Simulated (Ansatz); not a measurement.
`C[N]=[Mo](=[O])([OH])[Cl]` at its PBE0-D4/def2-TZVP geometry, where that method's forces vanish. Charge 0, multiplicity 1. Mo: def2 effective core potential.

```xyz
10

C     0.7383    0.2323    1.7135
N    -0.0079    0.3528    0.5139
Mo   -0.2544   -0.0011   -1.1474
O     0.9117   -1.1100   -1.6123
O    -1.9948   -0.7151   -1.2712
Cl    0.0064    1.9322   -2.3210
H     1.5742   -0.4666    1.5977
H     0.0876   -0.1189    2.5206
H     1.1334    1.2121    2.0008
H    -2.1945   -1.3177   -1.9946
```

Task: What forces (eV/Å) does B3LYP-D4/def2-TZVPP give on these atoms in Ansatz 0.2.0? (An estimate is asked.)

Result: Computed: 
```
C1   0.134 -0.011  0.246
N2  -0.057  0.140  0.304
Mo3 -0.170  0.171 -0.137
O4   0.452 -0.424 -0.181
O5  -0.355 -0.141 -0.031
Cl6  0.033  0.297 -0.184
H7  -0.031  0.031  0.020
H8   0.046  0.012 -0.022
H9  -0.006 -0.052  0.004
H10 -0.045 -0.023 -0.019
```

B3LYP here is the variant with VWN-RPA as its local correlation; programs differ in this.
